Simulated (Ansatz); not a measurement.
A made-up structure of CH3SSe (charge -1), singlet:

| atom | x (Å) | y (Å) | z (Å) |
| --- | --- | --- | --- |
| C1 | -0.7436 | -0.3872 | -1.0776 |
| S2 | 0.8201 | -0.2155 | -0.6603 |
| Se3 | 1.3752 | 0.0143 | 1.9876 |
| H4 | -1.2381 | -1.3586 | -1.0579 |
| H5 | 1.3333 | -0.6755 | 3.3302 |
| H6 | 1.1909 | 1.4736 | 1.9926 |

It is relaxed with PBE-D4/def2-SVPD and then PBE0-D4/def2-TZVPD (Ansatz 0.2.0). Atoms count as bonded within 1.22 times the sum of their covalent radii (H–H: 0.88 Å). The end point is not checked to be a true minimum.

Task: Does its bonding change? (Judge from chemistry; the calculation decides.)

Result: By the calculation: Yes. Formed: C1–Se3, C1–H6; broken: S2–Se3, Se3–H6.

Where it ends: The first stage lowers the energy by 4.06 eV in 39 steps. It ends as CH₃SSe ([S][CH2][SeH]), total charge -1:
```
6
angstrom
C 0.1981 -0.3913 0.3164
S 0.9220 -0.7964 -1.2483
Se 1.6132 0.3099 1.5704
H -0.5424 0.4094 0.2643
H 0.7764 0.5692 2.7732
H -0.2294 -1.2496 0.8387
```

Labels in which every atom is bracketed show which atoms are joined, not bond orders.

For scale, one of the runs: PBE0-D4/def2-TZVPD relaxation, 167 basis functions, launched by `ansatz run in.yaml --threads 2 --pin off --events-out ev --progress --plain --max-ram 4352MiB`. Hardware: 2 CPU threads of an Arm Neoverse V2, shared host. Wall time about 29 s.
